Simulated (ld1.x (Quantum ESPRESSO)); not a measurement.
**hafnium: one change to a TM potential, before and after**

ld1.x (Quantum ESPRESSO) 7.5 input, shortened:

```
&input
   title='Hf', zed=72., rel=1, dft='PBE', iswitch=3,
   config='[Xe] 4f14 5d2 6s2 6p0'
 /
 &inputp
   pseudotype=2, tm=.true., lloc=2,
   nlcc=.false.
 /
3
6S  1  0   2.00   0.00  2.25  2.25  0.0
6P  2  1   0.00   0.00  4.20  4.20  0.0
5D  3  2   2.00   0.00  3.05  3.05  0.0
 &test
   configts(1)='5d2 6s2 6p0'
 /
```

Change: wave 5d (bound): rc 3.05 bohr becomes 5d (bound): rc 3.28 bohr.

Cutoffs: the cutoffs (Ry, on a coarse ladder) from which the occupation-weighted sum of valence levels, in a spherical-Bessel basis at the reference potential, stays within 10 and 1 mRy of its value at 400 Ry; they do not see the model core or the augmentation charge, which bear on the density cutoff. Errors are all-electron minus pseudo energies relative to the spin-unpolarised reference configuration.

Q: Predict the effect on cutoff, ghosts and configuration errors.

A: The potential gets neither clearly harder nor softer (18 Ry and 30 Ry → 18 Ry and 30 Ry); both files keep a bound ghost (s); of the 7 tests that both files solve, the error grows in 2 and shrinks in 3 by more than 15 % and 0.3 meV (median size 64.5 → 53.8 meV).

```csv
quantity,base,changed
"cutoff, loose",18 Ry,18 Ry
"cutoff, tight",30 Ry,30 Ry
loose cutoff by channel (10 mRy a level),"s 10 Ry, d 18 Ry","s 10 Ry, d 15 Ry"
bound ghosts,s,s
"error for 5d2 6s1 6p0, meV [ΔE 7.98 eV]",+5.7,+4.0
"error for 5d2 6s0 6p0, meV [ΔE 22.16 eV]",+142,+128
"error for 5d1 6s0 6p0, meV [ΔE 43.95 eV]",+303,+296
"error for 5d1 6s2 6p1, meV [ΔE 1.96 eV]",+65,+54
"error for 5d2.5 6s1.5 6p0, meV [ΔE 1.26 eV]",+7.5,+9.2
"error for 5d2 6s0 6p1, meV [ΔE 12.65 eV]",+136,+70
"error for 5d3 6s1 6p0, meV [ΔE 2.59 eV]",+30,+36
s: phases at 4.56 bohr within 0.05 rad from the reference energy up to (Ry; the scan ends near 5),0.8,0.7
p: phases at 4.56 bohr within 0.05 rad from the reference energy up to (Ry; the scan ends near 5),0.1,0.3
d: phases at 4.56 bohr within 0.05 rad from the reference energy up to (Ry; the scan ends near 5),0.5,0.4
```

Base: These tests converged, but a pseudo level misses the all-electron one widely, so the file describes the atom poorly there or has found another state: 5d1 6s0 6p0: empty 6p by 5.2 eV. Changed file: These tests converged, but a pseudo level misses the all-electron one widely, so the file describes the atom poorly there or has found another state: 5d1 6s0 6p0: empty 6p by 2.4 eV (a node warning on the way). A true bound ghost makes a file unfit for plane-wave use even where its test errors are small: the radial tests pick states by their node count and pass the ghost by.
